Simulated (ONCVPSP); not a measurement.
# Building the ONCV potential for nickel (Ni) (LDA (Perdew-Wang 92), scalar-relativistic).

Input for ONCVPSP 4.0.1:

```
# ATOM AND REFERENCE CONFIGURATION
# atsym  z   nc   nv     iexc    psfile
  Ni 28.00    3    5  -001012      upf
#
#   n    l    f
    1    0    2.00
    2    0    2.00
    2    1    6.00
    3    0    2.00
    3    1    6.00
    3    2    8.00
    4    0    1.50
    4    1    0.50
#
# PSEUDOPOTENTIAL AND OPTIMIZATION
# lmax
    2
#
#   l,   rc,      ep,       ncon, nbas, qcut
    0    1.30    0.00    3    7   12.10
    1    1.35    0.00    4    8   11.00
    2    0.85    0.00    3    8   17.30
#
# LOCAL POTENTIAL
# lloc, lpopt,  rc(5),   dvloc0
    2    5    0.85    0.00
#
# VANDERBILT-KLEINMAN-BYLANDER PROJECTORs
# l, nproj, debl
    0    2    3.00
    1    2    2.40
    2    0    2.90
#
# MODEL CORE CHARGE
# icmod, fcfact, rcfact
    3    3.00    1.10
#
# LOG DERIVATIVE ANALYSIS
# epsh1, epsh2, depsh
   -6.00    5.00    0.04
#
# OUTPUT GRID
# rlmax, drl
    6.00    0.01
#
# TEST CONFIGURATIONS
# ncnf
    4
# nvcnf
#   n    l    f
    5
    3    0    2.00
    3    1    6.00
    3    2    8.00
    4    0    2.00
    4    1    0.00
#
    5
    3    0    2.00
    3    1    6.00
    3    2    8.00
    4    0    1.00
    4    1    0.00
#
    5
    3    0    2.00
    3    1    6.00
    3    2    8.00
    4    0    0.00
    4    1    0.00
#
    5
    3    0    2.00
    3    1    6.00
    3    2    7.00
    4    0    2.00
    4    1    0.00
#
```

Command:

```bash
oncvpsp.x < Ni.dat > Ni.out
```

Resulting log (shortened: citation, most of the input echo, consistency checks and plot data are left out):

```
ONCVPSP  (Optimized Norm-Conservinng Vanderbilt PSeudopotential)
scalar-relativistic version 4.0.1

#   n    l    f        energy (Ha)
    1    0    2.00    -3.0120293E+02
    2    0    2.00    -3.6044121E+01
    2    1    6.00    -3.1058269E+01
    3    0    2.00    -4.0986757E+00
    3    1    6.00    -2.6566661E+00
    3    2    8.00    -3.7287512E-01
    4    0    1.50    -2.3979607E-01
    4    1    0.50    -6.7887080E-02

Reference configufation results
  iterations    35
  all-electron total energy (Ha)   -1.51797560D+03

Begin loop to  construct optimized pseudo wave functions
and semi-local pseudopoentials for all angular momenta

Calculating optimized projector #   1

 for l=   0

    Fraction of norm inside rc  0.959685
    Optimizing pswf for qcut=  12.11 a_B^-1,  ecut=  73.34 Ha
    Residual kinetic energy error=  1.07D-08 Ha

    Energy error per electron        Cutoff
         Ha          eV             Ha
         0.01000     0.27211       31.22
         0.00100     0.02721       42.46
         0.00010     0.00272       51.33
         0.00001     0.00027       58.28

Calculating optimized projector #   2

 for l=   0

    Fraction of norm inside rc  0.048539
    Optimizing pswf for qcut=  12.11 a_B^-1,  ecut=  73.34 Ha
    Residual kinetic energy error=  3.67D-09 Ha

    Energy error per electron        Cutoff
         Ha          eV             Ha
         0.01000     0.27211       10.89
         0.00100     0.02721       34.29
         0.00010     0.00272       45.25
         0.00001     0.00027       54.11

Calculating optimized projector #   1

 for l=   1

    Fraction of norm inside rc  0.943942
    Optimizing pswf for qcut=  11.00 a_B^-1,  ecut=  60.53 Ha
    Residual kinetic energy error=  1.54D-07 Ha

    Energy error per electron        Cutoff
         Ha          eV             Ha
         0.01000     0.27211       31.57
         0.00100     0.02721       39.80
         0.00010     0.00272       46.60
         0.00001     0.00027       52.11

Calculating optimized projector #   2

 for l=   1

    Fraction of norm inside rc  0.017638
    Optimizing pswf for qcut=  11.00 a_B^-1,  ecut=  60.53 Ha
    Residual kinetic energy error=  1.13D-08 Ha

    Energy error per electron        Cutoff
         Ha          eV             Ha
         0.01000     0.27211       18.36
         0.00100     0.02721       28.63
         0.00010     0.00272       37.59
         0.00001     0.00027       45.29

Calculating optimized projector #   1

 for l=   2

    Fraction of norm inside rc  0.492120
    Optimizing pswf for qcut=  17.29 a_B^-1,  ecut= 149.51 Ha
    Residual kinetic energy error=  3.41D-06 Ha

    Energy error per electron        Cutoff
         Ha          eV             Ha
         0.01000     0.27211       95.21
         0.00100     0.02721      115.22
         0.00010     0.00272      129.87
         0.00001     0.00027      142.19

Construct Vanderbilt / Kleinmman-Bylander projectors

B matrix Hermiticity error, ll=   0
   1   2    4.2765E-04

  Orthonormal projector coefficients  3.1723E+01  4.9245E+00

B matrix Hermiticity error, ll=   1
   1   2    1.6407E-04

  Orthonormal projector coefficients  1.5614E+01 -1.4435E+01

Model core correction analysis
  based on d2Exc/dn_idn_j

d2excae - all-electron derivatives

   -4.134254D-02   -3.875851D-02   -2.918319D-02   -2.298948D-03
   -8.343472D-04
   -3.875863D-02   -3.728092D-02   -2.863428D-02   -2.789555D-03
   -9.872299D-04
   -2.918348D-02   -2.863446D-02   -2.611097D-02   -7.129279D-03
   -3.030843D-03
   -2.298939D-03   -2.789473D-03   -7.127842D-03   -3.018856D-02
   -2.348271D-02
   -8.343587D-04   -9.872312D-04   -3.030118D-03   -2.346631D-02
   -3.113819D-02

d2excps - pseudofunction derivatives with no core correction

   -4.546564D-02   -4.152731D-02   -3.339880D-02   -2.656407D-03
   -9.477711D-04
   -4.152751D-02   -3.994077D-02   -3.256714D-02   -2.953619D-03
   -1.061843D-03
   -3.339913D-02   -3.256733D-02   -2.888752D-02   -7.358204D-03
   -3.133219D-03
   -2.656454D-03   -2.953541D-03   -7.356773D-03   -3.021365D-02
   -2.348891D-02
   -9.477900D-04   -1.061847D-03   -3.132497D-03   -2.347251D-02
   -3.114021D-02

rms 2nd derivative error    2.136049E-03

rmatch, rhocmatch    0.3625   73.2126

Teter function model core charge with specified parameters

d2excps - pseudofunction derivatives with core correction

   -4.218646D-02   -4.010463D-02   -3.233383D-02   -2.429016D-03
   -9.031444D-04
   -4.010466D-02   -3.915181D-02   -3.192003D-02   -2.856568D-03
   -1.037491D-03
   -3.233406D-02   -3.192022D-02   -2.833738D-02   -7.286147D-03
   -3.113378D-03
   -2.429007D-03   -2.856487D-03   -7.284714D-03   -3.019786D-02
   -2.348586D-02
   -9.031562D-04   -1.037494D-03   -3.112654D-03   -2.346946D-02
   -3.113946D-02

rms 2nd derivative error    1.474565E-03

Pseudoatom total energy -169.800131

Diagnostic tests using Vanderbilt-Kleinman-Bylander pseudopotentials
  1 or more projectors used as specified by nproj input data

   l    rcore       rmatch      e in        delta e   norm test  slope test

   0   1.3038628   1.3434509  -4.0986757   0.0000045   1.0002040   1.0001842
   0   1.3038628   1.3434509  -0.2397961   0.0000059   1.0000452   1.0000333

   1   1.3515116   1.3925464  -2.6566661  -0.0000688   1.0003002   1.0002831
   1   1.3515116   1.3925464  -0.0678871   0.0000009   0.9999986   1.0000390

   2   0.8526587   0.8785473  -0.3728751  -0.0000042   1.0000004   0.9999455

 Testing for bound ghosts
   n   l    E NL Schr. Eq   E Basis Diag.   E Cutoff

   1   0       -4.098671       -4.098402    111.95
   2   0       -0.239790       -0.116180    111.95

   2   1       -2.656735       -2.656699    166.55
   3   1       -0.067886        0.155512    166.55

 Testing for highly-localized positive-energy ghosts
       l    <radius>/rc     E Basis Diag.   E Cutoff

       0        0.772800       12.272520    111.95  WARNING - GHOST(+)

Test configuration 0

   n   l     f        eae           eps        diff
   1   0  2.0000 -301.20293209
   2   0  2.0000  -36.04412086
   2   1  6.0000  -31.05826895
   3   0  2.0000   -4.09867571   -4.09867124    4.47D-06
   3   1  6.0000   -2.65666612   -2.65673487   -6.88D-05
   3   2  8.0000   -0.37287512   -0.37287936   -4.23D-06
   4   0  1.5000   -0.23979607   -0.23979017    5.90D-06
   4   1  0.5000   -0.06788708   -0.06788617    9.12D-07

    Total energies and differences
      AE_ref= -1.51797560D+03  AE_tst= -1.51797560D+03  dif=  0.00D+00
      PS_ref= -1.69800131D+02  PS_tst= -1.69800131D+02  dif=  1.99D-13
      PSP excitation error= -1.99D-13

Test configuration 1

   n   l     f        eae           eps        diff
   1   0  2.0000 -301.16499621
   2   0  2.0000  -36.00806778
   2   1  6.0000  -31.02210308
   3   0  2.0000   -4.06083458   -4.06089041   -5.58D-05
   3   1  6.0000   -2.61874951   -2.61885481   -1.05D-04
   3   2  8.0000   -0.33590010   -0.33587814    2.20D-05
   4   0  2.0000   -0.21533508   -0.21533709   -2.00D-06

    Total energies and differences
      AE_ref= -1.51797560D+03  AE_tst= -1.51806003D+03  dif= -8.44D-02
      PS_ref= -1.69800131D+02  PS_tst= -1.69884568D+02  dif= -8.44D-02
      PSP excitation error=  7.07D-06

Test configuration 2

   n   l     f        eae           eps        diff
   1   0  2.0000 -301.50453291
   2   0  2.0000  -36.34041251
   2   1  6.0000  -31.35507187
   3   0  2.0000   -4.39856387   -4.39831326    2.51D-04
   3   1  6.0000   -2.95686622   -2.95678924    7.70D-05
   3   2  8.0000   -0.67117590   -0.67122324   -4.73D-05
   4   0  1.0000   -0.49632983   -0.49629700    3.28D-05

    Total energies and differences
      AE_ref= -1.51797560D+03  AE_tst= -1.51770746D+03  dif=  2.68D-01
      PS_ref= -1.69800131D+02  PS_tst= -1.69531968D+02  dif=  2.68D-01
      PSP excitation error= -1.60D-05

Test configuration 3

   n   l     f        eae           eps        diff
   1   0  2.0000 -301.89807023
   2   0  2.0000  -36.72270517
   2   1  6.0000  -31.73833666
   3   0  2.0000   -4.78763583   -4.78701027    6.26D-04
   3   1  6.0000   -3.34620687   -3.34588146    3.25D-04
   3   2  8.0000   -1.05508246   -1.05525801   -1.76D-04

    Total energies and differences
      AE_ref= -1.51797560D+03  AE_tst= -1.51705871D+03  dif=  9.17D-01
      PS_ref= -1.69800131D+02  PS_tst= -1.68883235D+02  dif=  9.17D-01
      PSP excitation error= -6.37D-06

Test configuration 4

   n   l     f        eae           eps        diff
   1   0  2.0000 -301.76988467
   2   0  2.0000  -36.63720176
   2   1  6.0000  -31.64885508
   3   0  2.0000   -4.65389863   -4.65607584   -2.18D-03
   3   1  6.0000   -3.20537476   -3.20645557   -1.08D-03
   3   2  7.0000   -0.89331188   -0.89316752    1.44D-04
   4   0  2.0000   -0.56115258   -0.56127190   -1.19D-04

    Total energies and differences
      AE_ref= -1.51797560D+03  AE_tst= -1.51745698D+03  dif=  5.19D-01
      PS_ref= -1.69800131D+02  PS_tst= -1.69281524D+02  dif=  5.19D-01
      PSP excitation error=  1.91D-05
```

The run took about 3.3 s on one core of a shared server CPU.
